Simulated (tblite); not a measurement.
Calculated harmonic vibrations of the isolated species, GFN2-xTB (tblite), most abundant isotopes, no scaling. The method is semi-empirical: single wavenumbers can be off by several per cent or more. Modes of hydrogen on phosphorus and silicon can be 10 to 20 % off. One conformer each. Thermal functions are those of the rigid rotor and harmonic oscillator, without mixing of conformers.

Task: Order these by their heat capacity Cp at 298.15 K, highest first (J/(mol K)).
A. `C=CCNN=C(C)C`
B. `CC(C)(C)N1C=CC(C#N)=N1`
C. `CCc1cnnnc1C1CC1`
D. `CC(=O)O[Si@@H](P)[SiH](C)C`
E. `C/C=N/N([SiH3])CC(F)(F)F`

Result: D (227.0), E (192.1), B (183.4), C (169.7), A (158.6).

```json
{"SMILES": "CC(=O)O[Si@@H](P)[SiH](C)C", "atoms": "22", "mass (u)": "180.02", "symmetry number": "1", "modes under 300 cm⁻¹": "14", "ZPE (kJ/mol)": "416.6", "S translation (J/(mol K))": "173.6", "S rotation": "129.9", "S vibration": "238.2", "S": "541.8", "Cp": "227.0"}
{"SMILES": "C/C=N/N([SiH3])CC(F)(F)F", "atoms": "19", "mass (u)": "170.05", "symmetry number": "1", "modes under 300 cm⁻¹": "10", "ZPE (kJ/mol)": "337.6", "S translation (J/(mol K))": "172.9", "S rotation": "127.7", "S vibration": "164.9", "S": "465.5", "Cp": "192.1"}
{"SMILES": "CC(C)(C)n1ccc(C#N)n1", "atoms": "22", "mass (u)": "149.10", "symmetry number": "1", "modes under 300 cm⁻¹": "8", "ZPE (kJ/mol)": "469.2", "S translation (J/(mol K))": "171.3", "S rotation": "125.9", "S vibration": "139.0", "S": "436.2", "Cp": "183.4"}
{"SMILES": "CCc1cnnnc1C1CC1", "atoms": "22", "mass (u)": "149.10", "symmetry number": "1", "modes under 300 cm⁻¹": "9", "ZPE (kJ/mol)": "469.4", "S translation (J/(mol K))": "171.3", "S rotation": "125.9", "S vibration": "128.3", "S": "425.5", "Cp": "169.7"}
{"SMILES": "C=CCNN=C(C)C", "atoms": "20", "mass (u)": "112.10", "symmetry number": "1", "modes under 300 cm⁻¹": "8", "ZPE (kJ/mol)": "446.7", "S translation (J/(mol K))": "167.7", "S rotation": "120.8", "S vibration": "130.0", "S": "418.5", "Cp": "158.6"}
```

Entropies and Cp are for 298.15 K and 1 bar.
